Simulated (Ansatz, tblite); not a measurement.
Forces on (H2In-mu-AsH2)2 (In₂As₂H₈) at its PBE0-D4/def2-SVP geometry. Charge 0, multiplicity 1.

In the def2 sets In takes a core potential; there is no spin–orbit coupling. The xTB rows come from tblite.

GFN1-xTB (tblite), largest force 0.57 eV/Å:

```xyz
12
positions Å, forces eV/Å
In    0.854   -1.892   -0.248   -0.232    0.511    0.068
H     0.279   -3.102    0.835    0.131   -0.054   -0.126
H     2.026   -2.004   -1.506   -0.036   -0.159    0.097
As    1.267    0.421    1.144   -0.095   -0.029   -0.087
In   -0.851    1.894    0.244    0.229   -0.513   -0.065
H    -0.272    3.099   -0.843   -0.131    0.055    0.126
H    -2.023    2.013    1.500    0.036    0.159   -0.098
As   -1.268   -0.422   -1.142    0.097    0.030    0.085
H     2.620    1.056    0.937   -0.299   -0.185    0.390
H     1.333    0.256    2.643    0.293    0.183   -0.396
H    -2.619   -1.058   -0.923    0.296    0.185   -0.393
H    -1.346   -0.261   -2.641   -0.290   -0.183    0.398
```

GFN2-xTB (tblite), largest force 0.38 eV/Å:

```
In -0.098 0.215 0.029
H 0.094 -0.021 -0.098
H -0.039 -0.104 0.081
As -0.104 -0.032 -0.097
In 0.097 -0.217 -0.027
H -0.094 0.021 0.098
H 0.039 0.104 -0.081
As 0.108 0.034 0.093
H -0.047 -0.070 0.374
H 0.325 0.162 -0.121
H 0.045 0.069 -0.374
H -0.324 -0.162 0.123
```

PBE0-D4/def2-TZVP (Ansatz), largest force 0.10 eV/Å:

```
In -0.020 0.042 0.005
H 0.033 0.065 -0.062
H -0.065 0.003 0.070
As -0.025 -0.006 -0.021
In 0.019 -0.043 -0.005
H -0.034 -0.065 0.062
H 0.065 -0.003 -0.070
As 0.025 0.006 0.021
H -0.051 -0.024 0.010
H 0.000 0.007 -0.056
H 0.050 0.024 -0.011
H 0.001 -0.007 0.056
```
